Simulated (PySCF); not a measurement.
F₆W, charge +1, doublet (typed; the unrestricted solution is spin-contaminated), at a GFN2-xTB geometry (such geometries of metal compounds can be far from the true shape) (the multiplicity is a formal guess) (core potentials on W). Base run: DF-HF/def2-SVP (PySCF).

The PySCF input:
```python
from pyscf import gto, scf

mol = gto.M(
    atom='''
W     0.000000    0.000000   -0.000000
F     1.117270   -0.458334   -1.402546
F    -1.117270    0.458334    1.402546
F    -1.174878    0.787987   -1.193413
F    -0.892674   -1.610746   -0.184734
F     0.892674    1.610746    0.184734
F     1.174878   -0.787987    1.193413
''',
    basis='def2-svp',
    ecp={'W': 'def2-svp'},
    charge=1,
    spin=1,
    verbose=4,
    symmetry=True,
)

mf = scf.UHF(mol)
mf = mf.density_fit(auxbasis='def2-universal-jkfit')
mf.kernel()
mf.analyze()
```

Variants of this job, named by their change:

```
change                                                                                                 ΔE vs base (mEh)  point group used  SCF cycles        outcome
-----------------------------------------------------------------------------------------------------  ----------------  ----------------  ----------  -------------
base                                                                                                              0.000               D2h          13      converged
symmetry = off                                                                                                    0.000                C1          16      converged
symmetry_subgroup = C2v                                                                                           0.000               C2v          13      converged
irrep_nelec = Ag:(9, 10) B1g:(2, 2) B2g:(3, 1) B3g:(2, 2) Au:(0, 0) B1u:(6, 6) B2u:(6, 6) B3u:(6, 6)              328.8               D2h          16      converged
irrep_nelec = Ag:(10, 10) B1g:(1, 2) B2g:(2, 1) B3g:(2, 2) Au:(0, 0) B1u:(6, 6) B2u:(6, 6) B3u:(7, 6)             666.1               D2h          24      converged
symmetry_subgroup = D2                                                                                                -                 -           -  input refused
symmetry_subgroup = C2h                                                                                           0.000               C2h          16      converged
irrep_nelec = Ag:(11, 10) B1g:(2, 2) B2g:(2, 1) B3g:(1, 2) Au:(0, 0) B1u:(6, 6) B2u:(6, 6) B3u:(6, 6)             436.0               D2h          31      converged
irrep_nelec = Ag:(10, 10) B1g:(2, 2) B2g:(1, 1) B3g:(2, 2) Au:(0, 0) B1u:(6, 6) B2u:(6, 6) B3u:(7, 6)             766.3               D2h          17      converged
```

Open shells are given as the SCF converged; they aren't shown to be the lowest states, and a large step between rows can be another state.

- symmetry_subgroup = D2: ended with `pyscf.lib.exceptions.PointGroupSymmetryError: D2 not in Ablien subgroup of Oh`
